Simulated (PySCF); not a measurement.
## B²⁺: ionisation energy

B²⁺ [He] 2s1 (2S) → B³⁺ 1s2 (1S), as a difference of total energies. All numbers are calculated (PySCF 2.14, the spin-free X2C one-electron Hamiltonian (Gaussian nucleus), in ANO-RCC-VTZP (4s3p2d1f, 30 functions)). Correlated levels: valence and next inner shell: nothing frozen. The calculations carry no spin-orbit coupling.

| method | ionisation energy (eV) |
| --- | --- |
| UHF | 37.822 |
| MP2 (valence and next inner shell) | 37.864 |
| SCS-MP2 (valence and next inner shell) | 37.857 |
| CCSD (valence and next inner shell) | 37.868 |
| CCSD(T) (valence and next inner shell) | 37.869 |
| CCSDT (valence and next inner shell) | 37.869 |
| FCI (valence and next inner shell) | 37.869 |

Question: How much does correlation contribute at CCSD(T) (valence and next inner shell)?

Answer: 37.869 − (37.822) = 0.047 eV, measured against UHF.

Errors of the correlated levels include the incompleteness of this basis.

For comparison: 37.931 eV (measured; NIST Atomic Spectra Database, ionization energies).
